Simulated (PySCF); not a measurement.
Precursor series Ta Cl-OH. Isolated molecules, 0 K electronic values unless said otherwise. One relaxed conformer stands for each flexible species; it need not be the lowest.

Level of theory: TPSSh-D3(BJ)/def2-TZVP // BP86-D3(BJ)/def2-SVP (PySCF 2.14.0). All candidates: neutral, multiplicity 1. 

The LUMO is -1.41 eV. The HOMO–LUMO gap comes out as 6.25 eV and the HOMO is -7.65 eV.

Question: Which member has these values?
A. [Ta(Cl)4(OH)]
B. [Ta(Cl)2(OH)3]
C. [Ta(Cl)3(OH)2]
D. [Ta(OH)5]

Answer: D, [Ta(OH)5]. The others give [Ta(Cl)2(OH)3]: -2.23 eV, 5.49 eV, -7.72 eV; [Ta(Cl)4(OH)]: -3.34 eV, 4.82 eV, -8.16 eV; [Ta(Cl)3(OH)2]: -3.08 eV, 5.01 eV, -8.09 eV
